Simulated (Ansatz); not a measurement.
CH$_{3}$Cl$_{2}$GaO (`C[O][Ga]([Cl])[Cl]`). Charge 0, multiplicity 1. Geometry: relaxed with PBE0-D4/def2-TZVP. It is one conformer, not always the lowest.

```xyz
8

C    -1.268   -0.332   -0.095
O    -0.259    0.123    0.781
Ga    1.402    0.410    0.284
Cl    1.996    0.070   -1.727
Cl    2.789    1.095    1.720
H    -1.681   -1.269    0.289
H    -2.071    0.410   -0.137
H    -0.907   -0.507   -1.114
```

**Question.** What is the dipole moment at B3LYP/def2-TZVPP? (Best estimate.)

**Answer.** The calculation gave: 1.56 D, with components (-1.33, -0.48, -0.66) D in this frame, pointing from negative to positive charge.

**Question.** And with PBE, r2SCAN, ωB97M-V? (Estimate.)

**Answer.** The calculation gave: PBE 1.55 D, r2SCAN 1.60 D, ωB97M-V 1.52 D.

**Question.** Give the Mulliken charges with B3LYP, PBE, r2SCAN in def2-TZVPP. (Best estimate.)

**Answer.** Ansatz gave: 
```
atom  B3LYP    PBE  r2SCAN
  C1  -0.11  -0.12    0.02
  O2  -0.36  -0.29   -0.37
 Ga3   0.63   0.54    0.64
 Cl4  -0.24  -0.22   -0.25
 Cl5  -0.22  -0.20   -0.22
  H6   0.10   0.10    0.06
  H7   0.10   0.10    0.06
  H8   0.09   0.09    0.06
```

B3LYP here is the variant with VWN-RPA as its local correlation; programs differ in this.
